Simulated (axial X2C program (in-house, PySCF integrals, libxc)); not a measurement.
## Curves of HfO⁻ by EOM-EA-CCSD

Calculated with an in-house all-electron X2C program for linear molecules (integrals from PySCF): two-component X2C with atomic mean-field Coulomb and Gaunt terms, Gaussian nuclei, basis Hf dyall-acv3z, O dyall-av3z with contracted cores.

Energies in eV from the lowest point of the lowest state; states are followed by energy order within each Ω. Reference: HfO, 18 electrons correlated in 84 virtual spinors with an MP2 remainder; levels at this size can be off by some tenths of an eV. Masses 179.947 and 15.995 u.

| R (Å) | (1)Ω=1/2 | (1)Ω=3/2 | (2)Ω=3/2 |
| --- | --- | --- | --- |
| 1.576 | 0.9504 | 1.0683 | 1.5050 |
| 1.645 | 0.3078 | 0.4444 | 0.7841 |
| 1.713 | 0.0192 | 0.1736 | 0.4122 |
| 1.790 | 0.0000 | 0.1687 | 0.3029 |
| 1.867 | 0.2065 | 0.3598 | 0.4533 |
| 1.970 | 0.7068 | 0.6911 | 0.9500 |

Question: Fit the curves (1)Ω=1/2 near their minima.

Answer: At EOM-EA-CCSD from HfO (the fit fixes ωe to about one per cent; ωe of higher roots by this method can be off by ten per cent):

```csv
state,Te (cm⁻¹),Re (Å),ωe (cm⁻¹)
(1)Ω=1/2,0,1.756,908.0
```

For HfO at CCSD, and between the minima:

Re = 1.726 Å, ωe = 991.5 cm⁻¹; removing the electron costs 0.349 eV without zero-point terms.

T1 of the reference reaches 0.035 (Lee–Taylor). Curves followed by order can swap character. Number of frozen shells: Hf 4 s, 3 p, 2 d, 1 f; O 1 s. Roots with under 60 % one-particle weight at any point are counted in the labels but not shown, and the list ends where the roots sought for some Ω run out; states that need a further excitation are missing and may lie low or lowest. Curves with a minimum but no constants failed the fit check.
